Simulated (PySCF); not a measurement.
PySCF job for C₃H₆BNO, SMILES C#CB(N)OC, TDDFT-ωB97X/def2-SVPD. The structure is a stationary point at PBE0-D3(BJ)/def2-SVP. The structure was generated by enumeration, and PubChem lists no compound with its InChIKey, so it may never have been made. The values are those of a single conformer.

```python
import numpy as np
from pyscf import gto, scf, dft, tdscf

mol = gto.M(
    atom='''
    C     1.13261279   -2.16894163   -0.00000000
    C     0.37855656   -1.21399124    0.00000000
    B    -0.58900947   -0.00100133    0.00000000
    N    -1.97445691   -0.22324530   -0.00000000
    O    -0.13795454    1.28604494   -0.00000000
    C     1.21256566    1.65047671    0.00000000
    H     1.79723056   -3.01415483    0.00000000
    H    -2.38108040   -1.14624496   -0.00000000
    H    -2.63622553    0.54100300    0.00000000
    H     1.43341469    2.25991830   -0.89151444
    H     1.43341470    2.25991830    0.89151443
    H     1.88071801    0.77366131   -0.00000000
    ''',
    basis='def2-SVPD',
    charge=0,
    spin=0,
    symmetry=True,
    max_memory=1600,
    verbose=4,
)
mf = dft.RKS(mol, xc='wb97x').density_fit(auxbasis='def2-universal-jkfit')
mf.grids.level = 3
mf.conv_tol = 1e-9
mf.max_cycle = 100
mf.kernel()
mf.grids = dft.Grids(mol).set(level=1).build(with_non0tab=True)  # coarser grid for the response kernel
td = tdscf.TDDFT(mf)
td.singlet = True
td.nstates = 10
td.conv_tol = 1e-4
td.positive_eig_threshold = 1e-6
td.kernel(x0=td.get_init_guess(mf, 15))
td.analyze()
tt = tdscf.TDA(mf)
tt.singlet = False
tt.nstates = 4
tt.conv_tol = 1e-4
tt.positive_eig_threshold = 1e-6
tt.kernel(x0=tt.get_init_guess(mf, 9))
tt.analyze(verbose=3)
```

Program output:

```
PySCF version 2.14.0

[INPUT] verbose = 4
[INPUT] num. atoms = 12
[INPUT] num. electrons = 44
[INPUT] charge = 0
[INPUT] spin (= nelec alpha-beta = 2S) = 0
[INPUT] symmetry True subgroup None
[INPUT] Mole.unit = angstrom
[INPUT] Symbol           X                Y                Z      unit          X                Y                Z       unit  Magmom
[INPUT]  1 C      1.132612790000  -2.168941630000   0.000000000000 AA    2.140327978280  -4.098705660868   0.000000000000 Bohr   0.0
[INPUT]  2 C      0.378556560000  -1.213991240000   0.000000000000 AA    0.715368221057  -2.294110961221   0.000000000000 Bohr   0.0
[INPUT]  3 B     -0.589009470000  -0.001001330000   0.000000000000 AA   -1.113066583075  -0.001892239460   0.000000000000 Bohr   0.0
[INPUT]  4 N     -1.974456910000  -0.223245300000   0.000000000000 AA   -3.731182804655  -0.421872475596   0.000000000000 Bohr   0.0
[INPUT]  5 O     -0.137954540000   1.286044940000   0.000000000000 AA   -0.260696298240   2.430272720483   0.000000000000 Bohr   0.0
[INPUT]  6 C      1.212565660000   1.650476710000   0.000000000000 AA    2.291417005452   3.118948956873   0.000000000000 Bohr   0.0
[INPUT]  7 H      1.797230560000  -3.014154830000   0.000000000000 AA    3.396273541099  -5.695927125735   0.000000000000 Bohr   0.0
[INPUT]  8 H     -2.381080400000  -1.146244960000   0.000000000000 AA   -4.499589836570  -2.166089046063   0.000000000000 Bohr   0.0
[INPUT]  9 H     -2.636225530000   0.541003000000   0.000000000000 AA   -4.981744254286   1.022347502568   0.000000000000 Bohr   0.0
[INPUT] 10 H      1.433414690000   2.259918300000  -0.891514440000 AA    2.708761187028   4.270626650893  -1.684718127695 Bohr   0.0
[INPUT] 11 H      1.433414700000   2.259918300000   0.891514430000 AA    2.708761205926   4.270626650893   1.684718108798 Bohr   0.0
[INPUT] 12 H      1.880718010000   0.773661310000   0.000000000000 AA    3.554041956437   1.462007989072   0.000000000000 Bohr   0.0

nuclear repulsion = 199.668123586957
point group symmetry = Cs
symmetry origin: [ 2.14741616e-09 -3.00638248e-09 -4.29483212e-10]
symmetry axis x: [ 1.00000000e+00  3.98258885e-09 -7.91546103e-11]
symmetry axis y: [ 3.98258885e-09 -1.00000000e+00  2.60035062e-10]
symmetry axis z: [7.91546093e-11 2.60035062e-10 1.00000000e+00]
num. orbitals of irrep A' = 118
num. orbitals of irrep A" = 53
number of shells = 73
number of NR pGTOs = 243
number of NR cGTOs = 171
basis = def2-SVPD
ecp = {}


[settings echo left out]
init E= -273.250802581917
HOMO (A") = -0.323067554812549  LUMO (A") = -0.0348779717613994  gap/eV = 7.84204
cycle= 1 E= -272.441533755677  delta_E= 0.809  |g|= 0.627  |ddm|= 7.58
HOMO (A") = -0.281024304833395  LUMO (A') = 0.0811549133909408  gap/eV = 9.85540
cycle= 2 E= -272.456725804579  delta_E= -0.0152  |g|= 0.635  |ddm|= 1.59
HOMO (A") = -0.367336076358712  LUMO (A") = 0.0713336259900641  gap/eV = 11.93681
cycle= 3 E= -272.528555393174  delta_E= -0.0718  |g|= 0.066  |ddm|= 0.66
HOMO (A") = -0.370675551141345  LUMO (A") = 0.0692074465220398  gap/eV = 11.96983
cycle= 4 E= -272.529475601024  delta_E= -0.00092  |g|= 0.031  |ddm|= 0.304
HOMO (A") = -0.367582985386692  LUMO (A") = 0.0710776439238391  gap/eV = 11.93656
cycle= 5 E= -272.529695431091  delta_E= -0.00022  |g|= 0.0089  |ddm|= 0.0927
HOMO (A") = -0.368230393627338  LUMO (A") = 0.0715391835999531  gap/eV = 11.96674
cycle= 6 E= -272.529714037508  delta_E= -1.86e-05  |g|= 0.00261  |ddm|= 0.0283
HOMO (A") = -0.368392028185558  LUMO (A") = 0.0713276808483879  gap/eV = 11.96538
cycle= 7 E= -272.529715767917  delta_E= -1.73e-06  |g|= 0.00102  |ddm|= 0.00836
HOMO (A") = -0.368307844262405  LUMO (A") = 0.0713171898816777  gap/eV = 11.96281
cycle= 8 E= -272.529716063789  delta_E= -2.96e-07  |g|= 0.00033  |ddm|= 0.0034
HOMO (A") = -0.368338100835809  LUMO (A") = 0.0713380350944408  gap/eV = 11.96420
cycle= 9 E= -272.529716101355  delta_E= -3.76e-08  |g|= 5.58e-05  |ddm|= 0.00131
HOMO (A") = -0.368334441113848  LUMO (A") = 0.0713398682769857  gap/eV = 11.96415
cycle= 10 E= -272.529716103125  delta_E= -1.77e-09  |g|= 1.68e-05  |ddm|= 0.000368
HOMO (A") = -0.368336311559464  LUMO (A") = 0.0713381821868848  gap/eV = 11.96415
cycle= 11 E= -272.529716103246  delta_E= -1.21e-10  |g|= 5.62e-06  |ddm|= 5.73e-05
HOMO (A") = -0.368335874384479  LUMO (A") = 0.0713384064565189  gap/eV = 11.96415
Extra cycle  E= -272.529716103266  delta_E= -1.94e-11  |g|= 3.33e-06  |ddm|= 2.12e-05
converged SCF energy = -272.529716103266
tot grids = 45856
Overwritten attributes  positive_eig_threshold  of <class 'pyscf.tdscf.rks.TDDFT'>


******** <class 'pyscf.tdscf.rks.TDDFT'> for <class 'pyscf.df.df_jk.DFSymAdaptedRKS'> ********
nstates = 10 singlet
deg_eia_thresh = 1.000e-03
wfnsym = None
conv_tol = 0.0001
eigh lindep = 1e-12
eigh level_shift = 0
eigh max_cycle = 100


Excitation energies (eV)
[5.86999217 6.34097888 6.66529892 7.34118631 7.35351241 8.15015743
 8.2148309  8.32081981 8.34873799 8.88718544]

** Singlet excitation energies and oscillator strengths **
Excited State   1:   A"      5.86999 eV    211.22 nm  f=0.0000
      20 -> 23        0.68286
Excited State   2:   A'      6.34098 eV    195.53 nm  f=0.0326
      20 -> 25       -0.36962
      20 -> 26       -0.11721
      21 -> 23        0.46762
      22 -> 23        0.29939
Excited State   3:   A"      6.66530 eV    186.01 nm  f=0.0002
      18 -> 25        0.13099
      20 -> 23       -0.11940
      21 -> 25       -0.52341
      21 -> 26       -0.17536
      21 -> 27       -0.12019
      21 -> 29        0.12332
      22 -> 25       -0.30118
Excited State   4:   A"      7.34119 eV    168.89 nm  f=0.0256
      22 -> 24       -0.63167
      22 -> 26       -0.14456
      22 -> 29        0.11027
Excited State   5:   A'      7.35351 eV    168.61 nm  f=0.1686
      21 -> 23       -0.30425
      22 -> 23        0.60995
Excited State   6:   A"      8.15016 eV    152.12 nm  f=0.0001
      17 -> 23       -0.12724
      19 -> 23       -0.67273
Excited State   7:  ???      8.21483 eV    150.93 nm  f=0.0324
      21 -> 24       -0.44553
      21 -> 25       -0.25165
      22 -> 25        0.37113
      22 -> 26        0.12110
      22 -> 27       -0.11307
Excited State   8:  ???      8.32082 eV    149.00 nm  f=0.1199
      20 -> 24        0.56645
      20 -> 26       -0.28366
      20 -> 27        0.22383
      20 -> 28       -0.14930
Excited State   9:  ???      8.34874 eV    148.51 nm  f=0.0561
      18 -> 24        0.11091
      21 -> 24       -0.34923
      21 -> 25        0.14237
      21 -> 26        0.21175
      21 -> 27       -0.11536
      22 -> 24       -0.12196
      22 -> 25       -0.43304
      22 -> 27       -0.14645
      22 -> 28        0.13235
Excited State  10:  ???      8.88719 eV    139.51 nm  f=0.0062
      18 -> 24        0.21172
      21 -> 27       -0.27132
      22 -> 24       -0.10274
      22 -> 26        0.31684
      22 -> 27        0.33076
      22 -> 28       -0.16057
      22 -> 29       -0.24566

** Transition electric dipole moments (AU) **
state          X           Y           Z        Dip. S.      Osc.
  1         0.0000     -0.0000     -0.0057      0.0000      0.0000
  2         0.3670     -0.2744      0.0000      0.2100      0.0326
  3         0.0000      0.0000      0.0363      0.0013      0.0002
  4         0.0000      0.0000     -0.3775      0.1425      0.0256
  5         0.9316      0.2603     -0.0000      0.9356      0.1686
  6         0.0000      0.0000     -0.0165      0.0003      0.0001
  7        -0.0000     -0.0000      0.4010      0.1608      0.0324
  8        -0.6401     -0.4223     -0.0000      0.5880      0.1199
  9         0.0000      0.0000      0.5235      0.2741      0.0561
 10        -0.0000     -0.0000      0.1685      0.0284      0.0062

** Transition velocity dipole moments (imaginary part, AU) **
state          X           Y           Z        Dip. S.      Osc.
  1         0.0000     -0.0000     -0.0011      0.0000      0.0000
  2         0.0850     -0.0635      0.0000      0.0113      0.0322
  3         0.0000     -0.0000      0.0099      0.0001      0.0003
  4         0.0000     -0.0000     -0.1134      0.0129      0.0318
  5         0.2504      0.0692     -0.0000      0.0675      0.1665
  6         0.0000     -0.0000     -0.0071      0.0001      0.0001
  7        -0.0000      0.0000      0.1348      0.0182      0.0401
  8        -0.2065     -0.1384     -0.0000      0.0618      0.1347
  9         0.0000     -0.0000      0.1770      0.0313      0.0681
 10        -0.0000      0.0000      0.0576      0.0033      0.0068

** Transition magnetic dipole moments (imaginary part, AU) **
state          X           Y           Z
  1        -0.1276      0.1713     -0.0000
  2         0.0000      0.0000     -0.1077
  3         0.0135     -0.0862     -0.0000
  4         0.0414      0.6489     -0.0000
  5        -0.0000     -0.0000      0.0944
  6         0.4424      0.3761     -0.0000
  7         0.3777      0.6756      0.0000
  8        -0.0000     -0.0000      1.1933
  9         0.6812      0.1917     -0.0000
 10         0.7320     -0.3936     -0.0000
Overwritten attributes  positive_eig_threshold  of <class 'pyscf.tdscf.rks.TDA'>


******** <class 'pyscf.tdscf.rks.TDA'> for <class 'pyscf.df.df_jk.DFSymAdaptedRKS'> ********
nstates = 4 triplet
deg_eia_thresh = 1.000e-03
wfnsym = None
conv_tol = 0.0001
eigh lindep = 1e-12
eigh level_shift = 0
eigh max_cycle = 100


Excitation energies (eV)
[4.96403256 5.46824354 5.72636742 6.29843649]

** Triplet excitation energies and oscillator strengths **
Excited State   1:   A'      4.96403 eV    249.77 nm  f=0.0000
Excited State   2:   A"      5.46824 eV    226.73 nm  f=0.0000
Excited State   3:   A'      5.72637 eV    216.51 nm  f=0.0000
Excited State   4:   A'      6.29844 eV    196.85 nm  f=0.0000
```

The run converged.
